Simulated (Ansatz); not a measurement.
Steps of a relaxation of C2H8AlNO (`C[CH2][Al]([NH2])[OH]`) with RKS PBE-D4/def2-SVP.

```sh
$ ansatz run in.yaml --threads 4 --pin off --events-out ev --progress --plain --max-ram 10444MiB
```

```yaml
crystal:
  periodic: [false, false, false]
  atoms:
    - {symbol: C, position_ang: [-1.260400, 0.604000, 1.095400]}
    - {symbol: C, position_ang: [0.198200, 0.686500, 0.900200]}
    - {symbol: Al, position_ang: [0.720300, -0.193600, -0.820000]}
    - {symbol: N, position_ang: [0.407600, -2.023800, -1.109000]}
    - {symbol: O, position_ang: [1.655200, 0.754400, -2.103800]}
    - {symbol: H, position_ang: [-1.580500, 1.163700, 2.036200]}
    - {symbol: H, position_ang: [-1.638500, -0.400500, 1.123300]}
    - {symbol: H, position_ang: [-1.774200, 1.198200, 0.242100]}
    - {symbol: H, position_ang: [0.697700, 0.181300, 1.788900]}
    - {symbol: H, position_ang: [0.549600, 1.745700, 0.905100]}
    - {symbol: H, position_ang: [-0.318100, -2.066500, -1.907800]}
    - {symbol: H, position_ang: [-0.196500, -2.349300, -0.261000]}
    - {symbol: H, position_ang: [2.560200, 0.665200, -1.874900]}
basis:
  gaussian: {orbitals: def2-SVP}
hamiltonian: {xc: pbe, dispersion: d4}
relax: {f_tol: 0.03, max_steps: 200}
```

Positions (Å) and forces (eV/Å) along the path, 11 of 24 steps:

```xyz
13
step=1 energy=-12322.9758 eV
C    -1.260    0.604    1.095   -1.915    2.849   -0.222
C     0.198    0.686    0.900    2.147   -0.491    0.205
Al    0.720   -0.194   -0.820    1.137    0.370   -0.987
N     0.408   -2.024   -1.109   -2.460    0.659    0.498
O     1.655    0.754   -2.104   -3.072   -0.971    0.988
H    -1.581    1.164    2.036    0.024   -0.619   -0.535
H    -1.639   -0.401    1.123   -0.606   -1.080    0.032
H    -1.774    1.198    0.242    0.181   -0.897    0.902
H     0.698    0.181    1.789    0.022    0.295   -0.643
H     0.550    1.746    0.905    0.025   -0.192   -0.022
H    -0.318   -2.067   -1.908    1.257   -0.228    0.935
H    -0.197   -2.349   -0.261    1.114    0.372   -1.422
H     2.560    0.665   -1.875    2.145   -0.067    0.272
13
step=4 energy=-12323.7944 eV
C    -1.315    0.684    1.166   -0.034   -0.046   -0.046
C     0.205    0.710    0.911   -0.023   -0.049   -0.089
Al    0.755   -0.163   -0.780   -0.195    0.046    0.102
N     0.229   -1.850   -1.078   -0.104    0.021   -0.273
O     1.624    0.690   -2.015    0.208   -0.137    0.112
H    -1.607    1.150    2.133    0.060   -0.004   -0.007
H    -1.717   -0.353    1.175    0.013    0.044    0.008
H    -1.868    1.227    0.371   -0.042    0.015   -0.010
H     0.729    0.200    1.748    0.077   -0.010    0.068
H     0.584    1.755    0.911    0.004   -0.007    0.013
H     0.189   -2.292   -2.007    0.088    0.067    0.296
H    -0.373   -2.363   -0.426    0.059   -0.012   -0.054
H     2.585    0.570   -2.095   -0.109    0.072   -0.120
13
step=5 energy=-12323.8037 eV
C    -1.320    0.684    1.166   -0.012    0.020    0.457
C     0.203    0.709    0.948   -0.139    0.169   -0.243
Al    0.691   -0.133   -0.744    0.606   -0.175   -0.357
N     0.162   -1.801   -1.110   -0.044   -0.049   -0.030
O     1.668    0.685   -1.922    0.014   -0.035    0.192
H    -1.583    1.155    2.138   -0.160    0.016    0.021
H    -1.723   -0.350    1.201   -0.020   -0.022   -0.027
H    -1.892    1.227    0.383    0.121   -0.015   -0.033
H     0.749    0.235    1.798   -0.122   -0.008   -0.110
H     0.565    1.757    0.906    0.030    0.055    0.068
H     0.383   -2.306   -1.972   -0.035    0.042   -0.003
H    -0.440   -2.383   -0.524    0.014    0.028    0.021
H     2.559    0.487   -2.252   -0.253   -0.026    0.043
13
step=7 energy=-12323.9047 eV
C    -1.339    0.665    1.220   -0.015    0.045    0.023
C     0.167    0.754    0.927   -0.014   -0.072   -0.072
Al    0.768   -0.137   -0.717   -0.104   -0.122    0.119
N     0.176   -1.762   -1.185   -0.052   -0.003    0.095
O     1.892    0.715   -1.705    0.280   -0.123   -0.226
H    -1.620    1.196    2.155   -0.020    0.001    0.013
H    -1.684   -0.384    1.332    0.003   -0.020   -0.002
H    -1.942    1.111    0.402   -0.036    0.010    0.004
H     0.748    0.327    1.776    0.023    0.025    0.012
H     0.496    1.813    0.849   -0.007    0.029    0.038
H     0.381   -2.258   -2.054    0.004   -0.020   -0.012
H    -0.450   -2.333   -0.608    0.074    0.085   -0.077
H     2.429    0.259   -2.378   -0.137    0.164    0.086
13
step=8 energy=-12323.9163 eV
C    -1.344    0.667    1.222    0.013   -0.036   -0.037
C     0.166    0.743    0.926   -0.031    0.061    0.048
Al    0.799   -0.155   -0.699   -0.027   -0.052   -0.063
N     0.189   -1.771   -1.168   -0.014    0.011   -0.020
O     1.959    0.674   -1.670    0.036    0.001   -0.013
H    -1.625    1.197    2.158    0.029   -0.004   -0.011
H    -1.694   -0.381    1.333   -0.004   -0.011    0.002
H    -1.949    1.116    0.405    0.013    0.004    0.009
H     0.742    0.322    1.782   -0.002    0.013    0.011
H     0.495    1.802    0.854    0.006    0.017    0.014
H     0.446   -2.307   -1.999    0.007   -0.003   -0.002
H    -0.531   -2.279   -0.649    0.010    0.002    0.013
H     2.367    0.337   -2.482   -0.036   -0.003    0.047
13
step=11 energy=-12323.9198 eV
C    -1.328    0.612    1.225    0.019    0.007    0.014
C     0.168    0.786    0.907   -0.011   -0.001   -0.002
Al    0.809   -0.137   -0.706   -0.010   -0.029    0.035
N     0.121   -1.716   -1.193   -0.050   -0.061    0.010
O     2.052    0.632   -1.619    0.069   -0.028   -0.143
H    -1.626    1.132    2.161    0.000   -0.006   -0.005
H    -1.607   -0.456    1.351    0.002    0.008    0.004
H    -1.973    1.015    0.415   -0.001   -0.003   -0.002
H     0.784    0.430    1.766   -0.006    0.007   -0.022
H     0.427    1.863    0.800   -0.015   -0.018    0.003
H     0.385   -2.306   -1.986    0.000    0.059    0.035
H    -0.623   -2.180   -0.663    0.047    0.033   -0.041
H     2.431    0.290   -2.446   -0.044    0.032    0.114
13
step=12 energy=-12323.9197 eV rejected
C    -1.317    0.566    1.237    0.038   -0.077   -0.047
C     0.165    0.820    0.889    0.010    0.096    0.056
Al    0.828   -0.117   -0.711   -0.089   -0.063    0.025
N     0.072   -1.665   -1.211   -0.041   -0.061    0.040
O     2.114    0.604   -1.607   -0.041    0.005    0.079
H    -1.632    1.082    2.170    0.021   -0.010   -0.009
H    -1.531   -0.519    1.384    0.022    0.135   -0.006
H    -1.999    0.918    0.431    0.066   -0.037    0.052
H     0.820    0.528    1.749   -0.099    0.038   -0.119
H     0.356    1.912    0.748   -0.032   -0.158    0.026
H     0.324   -2.278   -1.992   -0.018    0.094    0.079
H    -0.695   -2.093   -0.679    0.116    0.065   -0.097
H     2.516    0.207   -2.392    0.046   -0.027   -0.079
13
step=19 energy=-12323.9313 eV
C    -1.279    0.490    1.312   -0.059   -0.033   -0.004
C     0.125    0.889    0.830    0.048    0.021    0.012
Al    0.823   -0.118   -0.704    0.024    0.033   -0.042
N    -0.016   -1.581   -1.300    0.005    0.003    0.003
O     2.256    0.470   -1.469   -0.037   -0.032    0.023
H    -1.618    1.097    2.181   -0.001   -0.022   -0.018
H    -1.323   -0.576    1.631    0.010    0.074   -0.023
H    -2.046    0.615    0.515    0.063   -0.007    0.057
H     0.866    0.784    1.657   -0.042    0.015   -0.025
H     0.160    1.970    0.561   -0.012   -0.050    0.015
H     0.263   -2.174   -2.085   -0.002   -0.012   -0.007
H    -0.873   -1.951   -0.884    0.002    0.006    0.002
H     2.682    0.050   -2.231    0.001    0.004    0.008
13
step=20 energy=-12323.9321 eV
C    -1.270    0.475    1.324   -0.051   -0.037   -0.007
C     0.118    0.902    0.818    0.050    0.029    0.015
Al    0.823   -0.116   -0.706    0.018    0.020   -0.037
N    -0.034   -1.563   -1.316   -0.010    0.003    0.014
O     2.282    0.444   -1.443   -0.044   -0.032    0.023
H    -1.616    1.089    2.185    0.000   -0.021   -0.017
H    -1.280   -0.586    1.664    0.006    0.076   -0.024
H    -2.049    0.563    0.533    0.063   -0.003    0.055
H     0.871    0.834    1.638   -0.048    0.011   -0.035
H     0.119    1.979    0.528   -0.012   -0.058    0.019
H     0.247   -2.160   -2.096   -0.004   -0.011   -0.005
H    -0.906   -1.917   -0.915    0.034    0.021   -0.009
H     2.714    0.021   -2.199   -0.002    0.003    0.008
13
step=21 energy=-12323.9329 eV
C    -1.264    0.465    1.331    0.027    0.027    0.004
C     0.113    0.911    0.810   -0.005   -0.024   -0.018
Al    0.821   -0.110   -0.712   -0.012   -0.014    0.008
N    -0.044   -1.552   -1.326   -0.034   -0.006    0.020
O     2.295    0.429   -1.428   -0.007   -0.018   -0.009
H    -1.612    1.078    2.190   -0.006    0.005    0.011
H    -1.254   -0.590    1.674    0.004   -0.031    0.012
H    -2.047    0.537    0.548   -0.022    0.006   -0.027
H     0.870    0.864    1.624    0.014   -0.001    0.012
H     0.094    1.983    0.512   -0.012    0.019   -0.003
H     0.239   -2.155   -2.100   -0.009   -0.004    0.001
H    -0.924   -1.896   -0.931    0.066    0.033   -0.023
H     2.733    0.000   -2.178   -0.004    0.009    0.012
13
step=24 energy=-12323.9334 eV
C    -1.249    0.444    1.347   -0.003   -0.012   -0.007
C     0.101    0.930    0.792    0.002    0.016    0.006
Al    0.821   -0.106   -0.713    0.007   -0.009    0.001
N    -0.067   -1.523   -1.349    0.020    0.006   -0.012
O     2.329    0.389   -1.390   -0.015   -0.001    0.007
H    -1.608    1.063    2.198    0.001   -0.003   -0.004
H    -1.192   -0.603    1.716   -0.002    0.020   -0.008
H    -2.047    0.467    0.574    0.014   -0.002    0.016
H     0.874    0.938    1.594   -0.014    0.000   -0.016
H     0.029    1.992    0.465    0.002   -0.018    0.007
H     0.213   -2.133   -2.120   -0.005    0.001    0.003
H    -0.961   -1.844   -0.971   -0.006    0.003    0.007
H     2.776   -0.048   -2.129   -0.001   -0.001   -0.001
```

Hardware: 4 threads of an Arm Neoverse V2 on a shared host. Wall time 26 s, peak host memory 0.16 GiB.
